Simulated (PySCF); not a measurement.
## C₆ coefficients of unlike pairs at PBE0

Calculated with PySCF 2.14 from the dipole response of each species, C₆(A,B) = (3/π) ∫ α_A(iu) α_B(iu) du, in atomic units, from isotropic polarisabilities. For ions this is the dispersion term alone; charge-induced terms of lower order in 1/R come first.

| species | configuration | basis | relativity | α (bohr³) | C₆ (like pair) |
| --- | --- | --- | --- | --- | --- |
| Te³⁺ | [Kr] 4d10 5s2 5p1 (2P) | aug-cc-pVTZ-PP with one added diffuse shell each of d, f type with ECP28MDF (6s5p5d3f) | core potential | 10.57 | 51.86 |
| Mn | [Ar] 3d5 4s2 (6S) | dyall-acv2z (16s12p7d2f) | spin-free X2C | 75.97 | 720.9 |
| Cl⁺ | [Ne] 3s2 3p4 (3P) | aug-cc-pwCVDZ (6s5p3d) | none | 8.612 | 41.56 |

(1) Estimate C₆ for Mn with Te³⁺.

No spin-orbit coupling is included.

The other pairs:

| pair | C₆ |
| --- | --- |
| Cl⁺, Mn | 141.8 |
| Cl⁺, Te³⁺ | 46.28 |

Answers

(1) The integral gives 165.4. The combination rule 2 C_A C_B / (C_A α_B/α_A + C_B α_A/α_B) gives 158.1 and the geometric mean 193.4.
